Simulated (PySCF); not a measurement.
# Two-photon absorption: SMILES C(O)C1=CC=CC=N1, C6H7NO

Geometry (Å), atoms numbered from 1 in this order:
```xyz
15

O     2.6995   -0.1577    0.3314
C     1.7436   -1.1551    0.2879
C     0.3973   -0.6180   -0.1417
C    -0.7420   -1.4214   -0.2609
C    -1.9309   -0.8278   -0.6637
C    -1.9495    0.5419   -0.9346
C    -0.7653    1.2554   -0.7872
N     0.3756    0.6860   -0.4006
H     2.2203    0.6471    0.0570
H     2.0324   -1.9643   -0.4148
H     1.6213   -1.6431    1.2771
H    -0.6885   -2.4903   -0.0400
H    -2.8400   -1.4255   -0.7670
H    -2.8637    1.0458   -1.2534
H    -0.7317    2.3316   -0.9884
```

Theory: TDDFT CAM-B3LYP/aug-cc-pVDZ excited states, vertical, gas phase in PySCF. Geometry: PBE0-D3(BJ)/def2-SVP.

(1) Give the one- and two-photon strengths of the lowest singlets.

## Answers

(1) δ for parallel linear polarisation; σ at the peak of a Lorentzian of half width 0.1 eV, single beam; Ω is circular over linear.
| state | E (eV) | f | photon λ (nm) | δ (au) | σ (GM) | Ω | main |
| --- | --- | --- | --- | --- | --- | --- | --- |
| S1 | 5.42 | 0.072 | 458 | 27.3 | 0.29 | 0.66 | HOMO→LUMO 0.68, HOMO−3→LUMO+2 0.14 |
| S2 | 5.46 | 0.003 | 454 | 0.58 | 0.01 | 1.49 | HOMO−1→LUMO 0.65, HOMO−2→LUMO 0.32 |
| S3 | 5.78 | 0.000 | 429 | <0.1 | 0.00 | – | HOMO−1→LUMO+2 0.63, HOMO−2→LUMO+2 0.32 |
| S4 | 6.02 | 0.074 | 412 | 18.4 | 0.24 | 0.99 | HOMO→LUMO+2 0.82, HOMO−3→LUMO 0.09 |
| S5 | 6.47 | 0.002 | 383 | 6.36 | 0.10 | 1.50 | HOMO→LUMO+1 0.75, HOMO→LUMO+4 0.09 |
| S6 | 6.59 | 0.062 | 376 | 271 | 4.32 | 0.60 | HOMO−2→LUMO 0.35, HOMO−1→LUMO 0.17 |
